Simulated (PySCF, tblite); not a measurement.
Rigid-rotor lines calculated for a species of formula C8H13OP (commonest isotopes; PBE0/pcSseg-1 in PySCF (dipole) on a GFN2-xTB geometry, gas phase), labelled J(Ka,Kc):

| transition | MHz |
| --- | --- |
| 1(1,1) ← 0(0,0) | 2487.0 |
| 2(1,1) ← 1(1,0) | 3482.4 |
| 2(0,2) ← 1(0,1) | 3355.3 |
| 1(0,1) ← 0(0,0) | 1683.4 |
| 2(1,2) ← 1(1,1) | 3251.4 |

Question: Find the rotational constants.

Answer: 1(0,1) ← 0(0,0) is B + C, 2(1,1) ← 1(1,0) is 3B + C and 2(1,2) ← 1(1,1) is B + 3C, so B − C is half the difference of the last two, 115.5 MHz. 1(1,1) ← 0(0,0) is A + C. A = 1703.0, B = 899.5, C = 784.0 MHz.

Question: What moments of inertia, asymmetry and inertial defect follow?

Answer: I = 505379 MHz·u·Å² over each constant: Ia = 296.76, Ib = 561.86, Ic = 644.64 u·Å²; κ = (2B − A − C)/(A − C) = -0.749 (asymmetric top); Δ = Ic − Ia − Ib = -213.98 u·Å².

Question: Which dipole components do these lines need?

Answer: μa and μb (a-type: ΔKa even, ΔKc odd; b-type: both odd). The calculation gives |μa| = 0.68 D, |μb| = 2.66 D, |μc| = 0.70 D.

Question: Where do these fall, and of which type are they? 3(2,1) ← 3(1,2); 4(4,1) ← 4(3,1); 4(4,0) ← 4(3,1); 2(2,1) ← 1(1,0); 4(0,4) ← 3(1,3); 3(2,2) ← 3(1,2); 4(4,0) ← 3(3,1); 4(1,3) ← 3(2,2); 1(1,0) ← 0(0,0); 4(3,2) ← 3(2,1); 3(2,2) ← 3(1,3); 4(4,1) ← 3(3,1).

Answer: 
| transition | MHz | type | branch |
| --- | --- | --- | --- |
| 3(2,2) ← 3(1,2) | 2245 | c | Q |
| 3(2,1) ← 3(1,2) | 2302 | b | Q |
| 1(1,0) ← 0(0,0) | 2602 | c | R |
| 3(2,2) ← 3(1,3) | 2937 | b | Q |
| 4(1,3) ← 3(2,2) | 4694 | b | R |
| 2(2,1) ← 1(1,0) | 5893 | b | R |
| 4(4,1) ← 4(3,1) | 6005 | c | Q |
| 4(4,0) ← 4(3,1) | 6005 | b | Q |
| 4(0,4) ← 3(1,3) | 6059 | b | R |
| 4(3,2) ← 3(2,1) | 11011 | b | R |
| 4(4,1) ← 3(3,1) | 12765 | c | R |
| 4(4,0) ← 3(3,1) | 12765 | b | R |

Question: Which structure gave them?

Answer: `C=[P@@](CC)(C)c1ccco1`, point group C1. Three constants can't fix a structure by themselves; this is the one that was computed:
```
atom  x, y, z in Å
C1     0.658   -2.462   -0.082
P2    -0.278   -1.043    0.013
C3    -1.838   -0.631    0.973
C4    -0.709   -0.543   -1.704
C5    -1.396    0.808   -1.840
C6     0.813    0.241    0.634
C7     2.181    0.279    0.659
C8     2.527    1.525    1.223
C9     1.350    2.154    1.494
O10    0.308    1.389    1.141
H11    0.101   -3.265   -0.561
H12    1.005   -2.766    0.905
H13   -1.679   -0.942    2.006
H14   -2.661   -1.213    0.557
H15   -2.080    0.428    0.953
H16    0.247   -0.557   -2.237
H17   -1.329   -1.340   -2.125
H18   -1.456    1.091   -2.890
H19   -2.408    0.776   -1.442
H20   -0.840    1.579   -1.311
H21    2.834   -0.499    0.321
H22    3.513    1.904    1.403
H23    1.132    3.113    1.922
```

The values belong to one conformer (point group C1) with, in the numbering `[CH2:1]=[P@:2]([CH3:3])([CH2:4][CH3:5])[c:6]1[cH:7][cH:8][cH:9][o:10]1`, C1–P2–C4–C5 -172°, C1–P2–C6–C7 19°. Its GFN2-xTB frequencies are all real (lowest 36 cm⁻¹). Zero-point vibration and centrifugal distortion are left out. A rigid rotor knows nothing of internal rotation, which can split or shift real lines.

The run took about 2.5 min of CPU time (one thread, shared machine). This is the PBE0/pcSseg-1 job that gave the dipole, with the shieldings it also computed.
